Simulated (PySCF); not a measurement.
ReO₃Br, SMILES [O]=[Re](=[O])(=[O])[Br], multiplicity 1. Atoms are numbered in the order given.

```xyz
5

Re     0.0000     0.0000     0.5221
O     -1.3952    -0.8055     1.1136
O      0.0000     1.6111     1.1136
O      1.3952    -0.8055     1.1136
Br     0.0000     0.0000    -1.8824
```
Charge 0, spin multiplicity 1.

Geometry: PBE-D3(BJ)/def2-SVP. The multiplicity is an assumed one; other spin states were not compared. The def2 effective core potentials stand for the cores of Re; spin–orbit coupling is left out.

Calculation: PySCF 2.14.0 with PBE-D3(BJ)/def2-SVP.

Frequencies are harmonic and unscaled.

Modes within 1.5 cm⁻¹ of each other (mostly degenerate sets) share a row, with their intensities summed.

| mode | ν (cm⁻¹) | IR (km/mol) | moving atoms (share of kinetic energy) |
|---|---|---|---|
| 1–2 | 160 | 3.4 | O 75 %, Re 13 %, Br 12 % |
| 3 | 240 | 1.6 | Br 58 %, O 38 % |
| 4–5 | 333 | 3.3 | O 94 % |
| 6 | 336 | 22.5 | O 50 %, Re 34 %, Br 17 % |
| 7–8 | 969 | 214.2 | O 89 %, Re 11 % |
| 9 | 995 | 37.9 | O 97 % |
